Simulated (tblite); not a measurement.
Compound: C6H5NS2.
SMILES with atom numbers: `[SH:1][c:2]1[cH:3][s:4][c:5]2[cH:6][cH:7][nH:8][c:9]12` (hydrogens: H10 on S1; H11 on C3; H12 on C6; H13 on C7; H14 on N8)

Computed with GFN2-xTB (tblite), gas phase: L-BFGS steps from a force-field or distance-geometry start until the largest atomic force falls under 0.01 eV/Å.

Step 2: E = -674.4663 eV
```
atom  x, y, z in Å  |  force x, y, z in eV/Å
S1      2.5252   -1.5013   -0.2745    0.334  -0.367  -0.254
C2      1.4717   -0.0698   -0.0869   -0.366  -0.420   0.524
C3      1.9564    1.1962    0.0690   -0.526  -0.478  -0.050
S4      0.6394    2.3448    0.1977    0.028   0.094  -0.016
C5     -0.5908    1.1033    0.0483    0.291  -0.306  -0.116
C6     -1.9922    0.8646    0.0051    0.459   0.336   0.069
C7     -2.1416   -0.4868   -0.1694   -0.043   0.224   0.072
N8     -0.9216   -1.0952   -0.2359   -0.045   0.364   0.061
C9      0.0397   -0.1349   -0.1103    0.447  -0.110   0.040
H10     2.6438   -2.1370    0.9360   -0.444   0.733  -0.267
H11     3.0153    1.4434    0.1017   -0.689   0.206   0.028
H12    -2.7861    1.5825    0.0966    0.147  -0.028  -0.013
H13    -3.0674   -1.0314   -0.2318    0.199  -0.057  -0.035
H14    -0.7925   -2.0789   -0.3675    0.209  -0.190  -0.042
```

Step 3: E = -674.5497 eV
```
atom  x, y, z in Å  |  force x, y, z in eV/Å
S1      2.5353   -1.5133   -0.2811    0.182  -0.097  -0.389
C2      1.4683   -0.0909   -0.0699    0.080  -0.103   0.317
C3      1.9399    1.1855    0.0676   -0.304  -0.428   0.017
S4      0.6385    2.3473    0.1972    0.075  -0.062  -0.036
C5     -0.5793    1.1034    0.0457    0.285  -0.333  -0.090
C6     -1.9769    0.8731    0.0071    0.078   0.216   0.031
C7     -2.1418   -0.4797   -0.1670   -0.025   0.372   0.074
N8     -0.9311   -1.0889   -0.2347    0.696  -0.252   0.005
C9      0.0533   -0.1389   -0.1094   -0.572  -0.319   0.047
H10     2.6290   -2.1120    0.9254   -0.355   0.496  -0.002
H11     2.9914    1.4494    0.1025   -0.551   0.161   0.024
H12    -2.7824    1.5825    0.0963    0.273  -0.014  -0.009
H13    -3.0599   -1.0337   -0.2330    0.105   0.002  -0.025
H14    -0.7849   -2.0844   -0.3688    0.032   0.361   0.036
```

Step 4: E = -674.6107 eV
```
atom  x, y, z in Å  |  force x, y, z in eV/Å
S1      2.5478   -1.5257   -0.2947    0.005   0.162  -0.428
C2      1.4666   -0.1172   -0.0484    0.239   0.295   0.034
C3      1.9210    1.1714    0.0672   -0.217  -0.446   0.080
S4      0.6388    2.3479    0.1960    0.107  -0.238  -0.052
C5     -0.5642    1.0998    0.0420    0.136  -0.253  -0.035
C6     -1.9599    0.8821    0.0092   -0.208   0.234   0.009
C7     -2.1391   -0.4651   -0.1632   -0.009  -0.126  -0.009
N8     -0.9320   -1.0888   -0.2337    0.635  -0.213   0.037
C9      0.0576   -0.1480   -0.1075   -0.689  -0.376   0.073
H10     2.6082   -2.0788    0.9155   -0.240   0.238   0.224
H11     2.9572    1.4578    0.1036   -0.206   0.140   0.026
H12    -2.7745    1.5833    0.0959    0.356   0.038  -0.002
H13    -3.0512   -1.0361   -0.2346    0.152   0.174   0.000
H14    -0.7768   -2.0831   -0.3694   -0.062   0.372   0.043
```

Step 5: E = -674.6391 eV
```
atom  x, y, z in Å  |  force x, y, z in eV/Å
S1      2.5546   -1.5297   -0.3092   -0.094   0.222  -0.233
C2      1.4667   -0.1288   -0.0366    0.083   0.121  -0.180
C3      1.9077    1.1578    0.0686    0.055  -0.109   0.126
S4      0.6407    2.3440    0.1945    0.060  -0.265  -0.043
C5     -0.5553    1.0942    0.0394   -0.090  -0.149   0.011
C6     -1.9526    0.8900    0.0104   -0.096  -0.199  -0.057
C7     -2.1358   -0.4615   -0.1615    0.072   0.004  -0.004
N8     -0.9284   -1.0887   -0.2320    0.279  -0.286   0.041
C9      0.0554   -0.1578   -0.1050   -0.288  -0.151   0.106
H10     2.5926   -2.0564    0.9137   -0.166   0.153   0.163
H11     2.9351    1.4648    0.1048   -0.053   0.088   0.024
H12    -2.7649    1.5853    0.0958    0.241   0.177   0.014
H13    -3.0438   -1.0343   -0.2355    0.070   0.159   0.000
H14    -0.7728   -2.0795   -0.3694   -0.074   0.235   0.031
```

Q: Estimate the geometry and energy of step 6. (The exact step hangs on the optimiser's Hessian estimate; all steps are aligned on step 5, rigid shifts and turns removed.)

A: E = -674.6520 eV, largest force 0.269 eV/Å
```
atom  x, y, z in Å  |  force x, y, z in eV/Å
S1      2.5560   -1.5277   -0.3193   -0.110   0.157  -0.027
C2      1.4663   -0.1331   -0.0347   -0.020   0.011  -0.245
C3      1.9035    1.1508    0.0715    0.100   0.033   0.114
S4      0.6426    2.3377    0.1930   -0.024  -0.203  -0.021
C5     -0.5538    1.0888    0.0385   -0.056  -0.064   0.043
C6     -1.9499    0.8888    0.0097   -0.099  -0.094  -0.043
C7     -2.1324   -0.4594   -0.1608    0.074  -0.212  -0.035
N8     -0.9240   -1.0926   -0.2304   -0.083   0.002   0.081
C9      0.0524   -0.1638   -0.1018    0.059  -0.026   0.099
H10     2.5827   -2.0434    0.9153   -0.127   0.153   0.016
H11     2.9242    1.4695    0.1057    0.073   0.068   0.026
H12    -2.7567    1.5898    0.0960    0.216   0.160   0.008
H13    -3.0394   -1.0309   -0.2360    0.023   0.127  -0.002
H14    -0.7721   -2.0750   -0.3690   -0.026  -0.110  -0.012
```

The energy changes by -0.0129 eV. The first-order estimate −F·Δx gives -0.0195 eV and the mean of the old and new forces, exact on a quadratic surface, -0.0128 eV. The step makes an angle of 48° with the force vector and moves no atom by more than 0.016 Å.

The cost below is that of the whole relaxation. The run took 1.9 s on one thread, Intel Xeon at 2.50 GHz (x86_64), no GPU, shared host.
